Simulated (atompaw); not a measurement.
## Before and after: PAW (atompaw) potential for Rh (Z = 45)

- Element: rhodium
- Generator: atompaw 4.2.0.5
- Type: PAW
- Functional: PBE
- Relativity: scalar-relativistic
- Frozen core: [Ar] 3d10 4s2
- Valence charge: 15
- Reference configuration: 4p6 4d7 5s0 5p0 (charge +2)
- Partial waves: 5s (bound, empty): rc 2.50 bohr; 5s channel at -0.4 Ry: rc 2.50 bohr; 4p (bound): rc 1.20 bohr; 5p (bound, empty): rc 1.90 bohr; 4d (bound): rc 2.50 bohr; 4d channel at 0.45 Ry: rc 1.50 bohr
- Local potential: bessel scheme, radius 2.25 bohr
- Core correction: smooth core density matched at 2.40 bohr
- Augmentation charge: sinc compensation charge, radius 2.45 bohr; PAW radius 2.50 bohr; waves and projectors: custom polynom gramschmidtortho

All-electron outer shells of the reference configuration (PBE, scalar-relativistic, ld1.x):

```csv
shell,level (eV),outermost node (bohr),outermost maximum (bohr)
4s,-103.45,0.47,0.88
4p,-71.24,0.47,0.94
4d,-25.74,0.46,1.13
5s,-19.67,1.17,2.35
5p,-13.78,1.31,2.84
```

Change: all radii scaled by about 1.22 (s 3.04, p 1.46, d 3.04 bohr); local potential bessel scheme, radius 2.72 bohr; augmentation sinc compensation charge, radius 2.98 bohr; PAW radius 3.04 bohr; waves and projectors: custom polynom gramschmidtortho; core correction smooth core density matched at 2.92 bohr.

Cutoffs: the cutoffs (Ry, on a coarse ladder) from which the occupation-weighted sum of valence levels, in a spherical-Bessel basis at the reference potential, stays within 10 and 1 mRy of its value at 400 Ry; they do not see the model core or the augmentation charge, which bear on the density cutoff.

Task: What does the change do?

Result: The potential gets neither clearly harder nor softer (40 Ry and 70 Ry → 45 Ry and 70 Ry); the p channel sets the loose cutoff, while the largest relative change is in d, which becomes softer; neither file shows a bound ghost.

| quantity | base | changed |
| --- | --- | --- |
| cutoff, loose | 40 Ry | 45 Ry |
| cutoff, tight | 70 Ry | 70 Ry |
| loose cutoff by channel (10 mRy a level) | p 30 Ry, d 12 Ry | p 30 Ry, d 8 Ry |
| bound ghosts | none | none |
| lowest overlap eigenvalue by channel | s 0.30, p 0.31, d 0.71 | s 0.20, p 0.15, d 1.00 |

 The cutoffs see the waves, projectors and local potential, not the compensation charge or the core.
